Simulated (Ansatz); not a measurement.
Reaction (formal exchange of groups at a C–Se bond): `C=C([SiH3])[SeH]` + `O[SiH3]` → `C=C([SiH3])[SiH2]O` + H₂Se

Isolated molecules relaxed with PBE0-D4/def2-TZVP in Ansatz; ΔE leaves out vibrations. CCSD(T)/CBS adds triple-zeta CCSD(T) − MP2 to the extrapolated MP2 energy (def2 sets, frozen cores). DFT in def2-TZVPP. B3LYP here is the variant with VWN-RPA as its local correlation; programs differ in this. For Se outer-core shells are correlated without core-valence functions, which leaves a few kJ/mol of doubt a bond. Scalar relativity is left out up to krypton. One conformer a species, not always the lowest.

Task: Is it downhill or uphill in electronic energy at CCSD(T)/CBS, and by how much? (Best estimate.)

Result: The calculation gave: Downhill: ΔE = -42.8 kJ/mol.

Task: What do these levels give: PBE-D4, r2SCAN-D4, PBE0-D4, B3LYP-D4, B2PLYP, PBE, B3LYP, HF/def2-TZVPP, MP2/def2-TZVPP, SCS-MP2/def2-TZVPP, CCSD/def2-TZVPP, MP2/def2-QZVPP? (Best estimate.)

Result: Ansatz gave: PBE-D4 -39.7, r2SCAN-D4 -43.1, PBE0-D4 -44.0, B3LYP-D4 -42.4, B2PLYP -40.3, PBE -38.3, B3LYP -40.6, HF/def2-TZVPP -47.5, MP2/def2-TZVPP -37.3, SCS-MP2/def2-TZVPP -36.9, CCSD/def2-TZVPP -43.6, MP2/def2-QZVPP -37.7 kJ/mol.

Largest T1 diagnostic among the species: 0.012.

From PBE to PBE0 (25 % exact exchange), in def2-TZVPP and without D4, ΔE moves by −4.2 kJ/mol. In def2-TZVPP, CCSD(T) changes the Hartree–Fock value by +5.5 kJ/mol (the triples alone add +1.6 kJ/mol) and MP2 by +10.2 kJ/mol.
